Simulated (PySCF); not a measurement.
Isomers of C5H4F2O2, one GFN2-xTB conformer each. Single-point energies are computed at PBE0/pcSseg-1 (PySCF, gas phase, no added dispersion term), electronic only.

Task: Rank them by PBE0/pcSseg-1 energy, lowest first (kcal/mol).
A. `[O:1]=[CH:2][C@@H:3]1[O:4][CH2:5][C:6]([F:7])=[C:8]1[F:9]` with O1–C2–C3–O4 -154°
B. `[F:1][CH:2]([F:3])[O:4][c:5]1[cH:6][cH:7][cH:8][o:9]1` with F1–C2–O4–C5 -81°, C2–O4–C5–C6 180°
C. `[O:1]=[CH:2][C:3]1=[CH:4][CH2:5][C:6]([F:7])([F:8])[O:9]1` with O1–C2–C3–C4 0°
D. `[CH2:1]=[C:2]([CH2:3][C:4](=[O:5])[F:6])[C:7](=[O:8])[F:9]` with C1–C2–C3–C4 56°, C2–C3–C4–O5 -5°, C1–C2–C7–O8 -178°

Result: D (0.0), C (17.4), B (23.6), A (51.3).

GFN2-xTB itself gives, in the same order: 15.1, 10.9, 0.0, 36.6. GFN2-xTB puts FC(F)Oc1ccco1 lowest instead; measured from each level's own lowest isomer, the values differ by up to 23.6 kcal/mol (FC(F)Oc1ccco1: 0.0 against 23.6).

Task: Which frontier levels, dipoles and rotational constants go with these structures?

Result: 
| SMILES | HOMO (eV, PBE0/pcSseg-1) | LUMO (eV) | dipole (D) | A, B, C (MHz) |
| --- | --- | --- | --- | --- |
| C=C(CC(=O)F)C(=O)F | -9.00 | -2.36 | 2.97 | 3340, 923.8, 790.3 |
| O=CC1=CCC(F)(F)O1 | -7.79 | -2.40 | 2.14 | 4010, 1018, 949.9 |
| FC(F)Oc1ccco1 | -6.63 | 0.13 | 2.72 | 4772, 982.0, 883.1 |
| O=C[C@@H]1OCC(F)=C1F | -7.28 | -1.41 | 2.86 | 2688, 1310, 960.6 |
